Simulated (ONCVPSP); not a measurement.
# Ti, ONCV: configuration errors across variants

| Property | Result |
| --- | --- |
| Element | titanium (Ti) |
| Generator | ONCVPSP 4.0.1 |
| Type | optimised norm-conserving Vanderbilt (ONCV) |
| Functional | PBE |
| Relativity | scalar-relativistic |
| Frozen core | [Ne] |
| Valence charge | 12 |
| Reference configuration | 3s2 3p6 3d2 4s2 |
| Partial waves | 3s+4s: rc 1.75 bohr, ncon 4, nbas 8, qcut 6.1 1/bohr, 2 projectors; 3p: rc 1.60 bohr, ncon 4, nbas 7, qcut 10.9 1/bohr, 2 projectors, debl 3.7 Ha; 3d: rc 1.65 bohr, ncon 4, nbas 9, qcut 9.5 1/bohr, 2 projectors, debl 0.5 Ha |
| Local potential | polynomial inside 1.45 bohr (lpopt 5, dvloc0 3 Ha) |
| Core correction | Teter function, fcfact 4, rcfact 1.25 |

All-electron excitation energies from the reference (eV): (1) 3s2 3p6 3d2 4s1 7.347; (2) 3s2 3p6 3d2 4s0 20.919; (3) 3s2 3p6 3d1 4s0 47.867; (4) 3s2 3p6 3d2 4s1.5 2.937.

3 further variants failed, have other tests or another functional or relativity, and are left out.

Errors AE − PS in meV (a dash: test not solved or not reliable):

```csv
change,(1),(2),(3),(4),bound ghosts,GHOST(+) flags above zero
base,-0.5,-2.4,+30,-0.2,none,none
p: qcut 8.6,-0.5,-2.4,+31,-0.2,none,none
d: nproj 1,-0.5,-2.9,+19,-0.2,none,none
"s: rc 1.2; local potential polynomial inside 1.20 bohr (lpopt 5, dvloc0 3 Ha)",-0.3,-0.9,+32,-0.1,none,none
"core correction Teter function, fcfact 5, rcfact 1.25",-0.5,-2.4,+30,-0.2,none,none
"local potential polynomial inside 1.20 bohr (lpopt 5, dvloc0 0 Ha)",-0.5,-2.4,+30,-0.2,none,none
"p: ncon 5, nbas 8",-0.5,-2.4,+29,-0.2,none,none
```

(1) Give the same row for: d: rc 1.36; local potential polynomial inside 1.36 bohr (lpopt 5, dvloc0 3 Ha).

Results:

(1) -0.5, -2.4, +14, -0.2; bound ghosts: none; GHOST(+) flags above zero: none.
